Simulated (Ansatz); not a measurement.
The cluster Ge3F6, relaxed as a singlet with RKS PBE-D4/def2-SVP in Ansatz, starting from the GFN2-xTB geometry. Force threshold 0.03 eV/Å.

The structure comes from a short search, and lower isomers may exist.

Start:

```xyz
9

Ge    1.7847   -1.6670    0.3258
Ge   -1.3720   -0.1266    1.4947
Ge    0.0554    0.9248   -1.8416
F     1.9034    0.0279   -0.8462
F     0.6882    2.5978   -1.6861
F    -0.2156   -1.3613   -0.1111
F    -2.9285   -0.7728    0.8444
F    -1.2049    1.2380   -0.1169
F     1.2892   -0.8608    1.9371
```

Q: Estimate the energy that the relaxation releases and the steps that it takes.

A: 0.90 eV, in 23 steps; 2 min on 4 threads of Intel Xeon on a shared host. The force fell under the threshold at step 16, but the optimiser went on and released 0.021 eV more. No frequencies were taken in this run, so the end may be a saddle point.

Q: Does the start keep its bonding and symmetry?

A: Bonds formed: Ge2–F6, Ge3–F4 (atoms count from 1).

Q: Predict the relaxed structure.

A: 
```xyz
9

Ge    1.582   -1.454    0.248
Ge   -1.822   -0.380    1.232
Ge   -0.274    1.265   -1.478
F     0.735   -0.451   -1.241
F     1.140    2.248   -1.076
F    -0.228   -1.557    1.107
F    -2.327   -0.790   -0.436
F    -0.780    1.108    0.486
F     1.974    0.011    1.158
```
Bond lengths: 9 × F–Ge 1.77 to 2.03 Å.
